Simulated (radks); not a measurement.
Problem. Valence configurations of the titanium ion Ti+ (all share [Ar]). Method: non-relativistic Kohn-Sham, r2SCAN, spin-polarised, spherical densities, point nucleus; open shells are filled with parallel spins first; meta-GGA in the generalised Kohn-Sham scheme; computed with a radial shooting solver on a logarithmic mesh with Libxc functionals. Order these by energy: 3d2.5 4s0.5; 3d2 4s1; 3d1 4s2; 3d1 4s1.5 4p0.5; 3d1 4s1 4p1; 3d2 4s0.5 4p0.5; 3d2 4p1; 4s1 4p2; 3d3; 4p3.

Solution. From the lowest, in eV above it: 3d3 0.000; 3d2.5 4s0.5 0.032; 3d2 4s1 0.389; 3d2 4s0.5 4p0.5 2.417; 3d2 4p1 4.369; 3d1 4s2 4.491; 3d1 4s1.5 4p0.5 6.234; 3d1 4s1 4p1 7.222; 4s1 4p2 17.741; 4p3 22.755. NIST lists [Ar] 3d2 4s1 as the ground configuration; this level of theory puts 3d3 lower, by 0.389 eV. The energies are those of spherical high-spin densities, not of single terms.
